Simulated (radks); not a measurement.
Question: The cadmium ion Cd+, configuration [Kr] 4d10 5s1. Method: scalar-relativistic Kohn-Sham, exchange-only r2SCAN, spin-polarised, spherical densities, finite nucleus; open shells are filled with parallel spins first (spin-orbit coupling, left out, can overturn this in heavy ions); meta-GGA in the generalised Kohn-Sham scheme; Fermi nuclear charge, rms radius 4.6087 fm; computed with a radial shooting solver on a logarithmic mesh with Libxc functionals. Some entries of the table are withheld. Estimate them.

| orbital | occ. | eigenvalue (eV) | <r> (bohr) | r(max) (bohr) |
|---|---|---|---|---|
| 1s up | 1 | -26585.17 | 0.03040 | 0.01968 |
| 1s down | 1 | -26585.15 | 0.03040 | 0.01968 |
| 2s down | 1 | -3968.581 | 0.1316 | 0.1112 |
| 2s up | 1 | -3968.557 | 0.1316 | 0.1112 |
| 2p down | 3 | -3558.675 | 0.1149 | 0.08901 |
| 2p up | 3 | -3558.664 | 0.1149 | 0.08901 |
| 3s up | 1 | -752.3266 | 0.3574 | 0.3233 |
| 3s down | 1 | -752.3060 | 0.3574 | 0.3233 |
| 3p up | 3 | -616.6251 | 0.3565 | 0.3168 |
| 3p down | 3 | -616.6059 | 0.3565 | 0.3168 |
| 3d up | 5 | -404.7097 | 0.3347 | 0.2664 |
| 3d down | 5 | -404.7046 | 0.3347 | 0.2664 |
| 4s down | 1 | -117.1241 | 0.8833 | 0.7983 |
| 4s up | 1 | -117.1165 | 0.8835 | 0.7980 |
| 4p up | 3 | -77.0990 | 0.9640 | (1) |
| 4p down | 3 | -77.0896 | 0.9625 | (2) |
| 4d up | 5 | -19.9161 | 1.281 | (3) |
| 4d down | 5 | -19.6126 | 1.256 | (4) |
| 5s up | 1 | -12.8974 | (5) | 2.293 |
| 5s down | 0 | -10.7036 | (6) | 2.252 |

Answer: 
(1) 4p up r(max) (bohr): 0.8475
(2) 4p down r(max) (bohr): 0.8477
(3) 4d up r(max) (bohr): 0.9814
(4) 4d down r(max) (bohr): 0.9790
(5) 5s up <r> (bohr): 2.694
(6) 5s down <r> (bohr): 2.704
